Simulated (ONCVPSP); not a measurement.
# Br (Z = 35), ONCV: configuration errors across variants

* Element: Br
* Generator: ONCVPSP 4.0.1
* Type: optimised norm-conserving Vanderbilt (ONCV)
* Functional: PBE
* Relativity: scalar-relativistic
* Frozen core: [Ne]
* Valence charge: 25
* Reference configuration: 3s2 3p6 3d10 4s1.75 4p5.25
* Partial waves: 3s+4s: rc 0.95 bohr, ncon 3, nbas 7, qcut 16.2 1/bohr, 2 projectors; 3p+4p: rc 0.75 bohr, ncon 4, nbas 8, qcut 19.9 1/bohr, 2 projectors; 3d: rc 0.75 bohr, ncon 5, nbas 9, qcut 21.2 1/bohr, 1 projector
* Local potential: polynomial inside 0.55 bohr (lpopt 5, dvloc0 -1 Ha)
* Core correction: Teter function, fcfact 4.25, rcfact 1.65

All-electron excitation energies from the reference (eV): (1) 3s2 3p6 3d10 4s2 4p5 -3.075; (2) 3s2 3p6 3d10 4s2 4p4 9.479; (3) 3s2 3p6 3d10 4s2 4p3 32.240; (4) 3s2 3p6 3d9 4s2 4p6 61.236.

3 further variants failed, have other tests or another functional or relativity, and are left out.

Errors AE − PS in meV (a dash: test not solved or not reliable):

| change | (1) | (2) | (3) | (4) | bound ghosts | GHOST(+) flags above zero |
| --- | --- | --- | --- | --- | --- | --- |
| base | +0.3 | +0.3 | -0.6 | +26 | none | s |
| s: qcut 14.5 | +0.3 | +0.2 | -0.5 | +29 | none | s |
| all radii but the core radius scaled by about 0.82 (s 0.78, p 0.62, d 0.62 bohr); local potential polynomial inside 0.46 bohr (lpopt 5, dvloc0 -1 Ha) | +0.1 | 0.0 | -0.9 | +0.8 | none | s |
| local potential polynomial inside 0.55 bohr (lpopt 5, dvloc0 -2.5 Ha) | +0.3 | +0.2 | -0.6 | +26 | none | s |
| s: nproj 3 | +0.3 | +0.2 | -0.6 | +25 | none | s |

Give the same row for: core correction Teter function, fcfact 3.75, rcfact 1.7.

+0.3, +0.3, -0.6, +25; bound ghosts: none; GHOST(+) flags above zero: s.
